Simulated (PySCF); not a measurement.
A structure optimised at ωB97X-D3(BJ)/def2-SVP, used in a PySCF frequency run:

```
Sc
Cl 1 2.2570
Cl 1 2.2570 2 120.00
Cl 1 2.2570 2 120.00 3 180.00
```

Task: Write its SMILES, formula and point group.

Result: [Cl][Sc]([Cl])[Cl], Cl₃Sc, D3h

Task: What are its rotational constants (standard atomic weights)?

Result: 1.8657, 1.8657, 0.93286 GHz
